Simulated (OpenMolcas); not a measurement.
## Pr3+: moving or changing the point charges

Pr3+ among 8 point charges of -1 e arranged as a cube (Oh), 2.46 Å from the ion.

```yaml
Program: OpenMolcas
Method: CASSCF
Basis: ANO-RCC-VDZP [7s6p4d2f1g]
Scalar_Hamiltonian: DKH2, point nucleus
Active_space: 2 electrons in 7 orbitals (4f)
State_averaging: 2S+1 = 3 even, 21 roots; 2S+1 = 1 even, 27 roots kept (CI in the orbitals of an earlier block)
Spin-orbit_coupling: RASSI with atomic mean-field integrals over the reference wave functions
```

Runs around this geometry, states (labels of O, the rotations of Oh). Energies in cm-1 above the lowest state or level, χT in cm3 K/mol; under a threefold ground state the first gap can be a small split of the lowest multiplet, not the spin-orbit step.

```json
{"R (Å)": "2.46", "Ground state": "3T1", "First state of that spin": "3E 18.7", "First gap with spin-orbit (degeneracies)": "181.0 (3, 2)", "Width of lowest J": "238", "χT at 300 K": "1.607"}
{"R (Å)": "2.57", "Ground state": "3T1", "First state of that spin": "3E 15.7", "First gap with spin-orbit (degeneracies)": "145.1 (3, 2)", "Width of lowest J": "194", "χT at 300 K": "1.621"}
{"R (Å)": "2.89", "Ground state": "3T1", "First state of that spin": "3E 9.6", "First gap with spin-orbit (degeneracies)": "80.8 (3, 2)", "Width of lowest J": "112", "χT at 300 K": "1.639"}
```

Taking the width of the lowest J multiplet as R^-n, n = -ln(112 / 238) / ln(2.89 / 2.46) = 4.7 between the shortest and longest distance.

This is an electrostatic model: the charges have no orbitals. A group larger than the point group allows holds several states that coincide in this model. No measured value stands beside these numbers.
